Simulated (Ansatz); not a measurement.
Relaxation of CH₇BN₂O (12 atoms, charge 0, multiplicity 1), to a largest force component of 0.015 eV/Å in at most 40 steps.

The calculation used RKS PBE0/6-31G* (Ansatz 0.2.0).

```xyz
12
Properties=species:S:1:pos:R:3:forces:R:3
N -0.596 1.071 0.863 -2.11 -0.96 -0.99
B 0.097 -0.102 0.305 0.40 -0.37 0.82
N 0.360 -1.289 1.195 3.53 2.03 0.89
C 0.676 -0.118 -1.213 -4.25 0.07 1.37
O 0.280 1.059 -1.885 -0.04 0.24 -1.01
H -0.879 0.945 1.851 0.38 -0.03 -0.70
H -1.524 1.179 0.340 1.88 0.52 0.55
H -0.485 -1.620 1.564 -1.64 -0.56 0.92
H 0.939 -0.917 2.069 -1.57 -1.11 -2.24
H 1.707 -0.249 -1.188 2.31 -0.63 -0.20
H 0.145 -1.003 -1.712 1.03 1.01 0.34
H 0.381 1.821 -1.301 0.08 -0.21 0.25
```

Problem. Where does it end, and by what steps?

Solution. It converged. After 14 steps the energy has fallen by 1.673 eV; H9 moved furthest, 1.24 Å.

```
step  energy less start (eV)  largest force component (eV/Å)  accepted
   0                  0.0000                           4.246       yes
   1                 -0.6419                           1.555       yes
   2                 -0.8540                           1.350       yes
   3                 -1.0478                           1.020       yes
   4                 -1.2474                           0.862       yes
   5                 -1.4251                           0.783       yes
   6                 -1.5537                           0.563       yes
   7                 -1.6359                           0.395       yes
   8                 -1.6478                           0.187       yes
   9                 -1.6120                           0.667        no
  10                 -1.6671                           0.087       yes
  11                 -1.6690                           0.097       yes
  12                 -1.5680                           0.900        no
  13                 -1.6731                           0.016       yes
  14                 -1.6734                           0.014       yes
```

```xyz
12
Properties=species:S:1:pos:R:3
N -1.000 0.849 0.731
B -0.018 -0.123 0.433
N 0.433 -1.087 1.368
C 0.590 -0.080 -1.044
O 0.303 1.139 -1.734
H -1.524 0.907 1.589
H -1.369 1.406 -0.024
H 0.057 -1.193 2.297
H 1.176 -1.734 1.162
H 1.674 -0.288 -1.057
H 0.134 -0.871 -1.655
H 0.648 1.851 -1.179
```

Time of the run: 3.5 min on 1 CPU thread of a shared host.
